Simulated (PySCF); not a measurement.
Species: CH$_{4}$Si, net charge 1, doublet state. 
Geometry from a B3LYP-D3(BJ)/def2-TZVP (Ansatz) optimisation:
```xyz
6

C     -1.2075    -0.0548    -0.0300
Si     0.5853     0.0265     0.0145
H     -1.8223     0.8390    -0.0771
H     -1.7405    -1.0005    -0.0114
H      1.3633    -1.2137     0.0779
H      1.2501     1.3322    -0.0130
```
Charge +1, spin multiplicity 2.

Dispersion corrections to the total energy (kcal/mol) from the dftd3 and dftd4 libraries through PySCF: D3(BJ) without and D4 with the three-body term, each with the damping fitted for the functional named.

```json
[
 {"functional": "CAM-B3LYP", "D3(BJ)": "-1.59", "D4": "-1.13"},
 {"functional": "r2SCAN", "D3(BJ)": "-0.52", "D4": "-0.30"},
 {"functional": "PW6B95", "D3(BJ)": "?", "D4": "-1.29"},
 {"functional": "HF", "D3(BJ)": "-19.56", "D4": "-5.28"},
 {"functional": "B2PLYP", "D3(BJ)": "-1.74", "D4": "?"},
 {"functional": "BHLYP", "D3(BJ)": "-2.99", "D4": "-1.69"},
 {"functional": "PBE", "D3(BJ)": "?", "D4": "-1.36"}
]
```

Q: Complete the blanks.

A: 
- PW6B95, D3(BJ): -1.05
- B2PLYP, D4: -0.93
- PBE, D3(BJ): -2.04
